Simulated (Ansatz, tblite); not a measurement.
Cost and result up the ladder for BiH2(SMe) (CH5BiS) (8 atoms). Total charge 0; singlet. Geometry: r2SCAN-D4/def2-TZVP.

```
atom    x (Å)    y (Å)    z (Å)
 Bi1  -1.0636   0.6073  -1.4097
  H2  -1.8956   2.1018  -0.8602
  H3  -0.1179   1.5931  -2.5724
  S4   0.7292   0.7062   0.3674
  C5   0.5900  -0.9966   1.0055
  H6  -0.3880  -1.1860   1.4484
  H7   1.3459  -1.0879   1.7868
  H8   0.8000  -1.7378   0.2341
```

Ansatz on 4 threads of Arm Neoverse V2 on a shared host; xTB runs through tblite on one thread. Times are rough, summed over both states, and most runs start from the orbitals of an earlier one. PBE0-D4/def2-TZVP serves as the yardstick here, not as an exact answer. The other state is a doublet.

In the def2 sets Bi takes a core potential; there is no spin–orbit coupling. The xTB rows come from tblite.

Raw xTB energies of ions are shifted by several eV.

```tsv
level	functions	wall time	vertical IE (eV)	difference from PBE0-D4/def2-TZVP (eV)
GFN2-xTB	22	0.005 s	13.03	4.54
GFN1-xTB	27	0.006 s	13.40	4.91
PBE-D4/def2-TZVP (with forces)	148	2.8 s	8.41	-0.08
PBE0-D4/def2-TZVP	148	3.6 s	8.49	0.00
r2SCAN-D4/def2-TZVP	148	5.9 s	8.44	-0.06
```
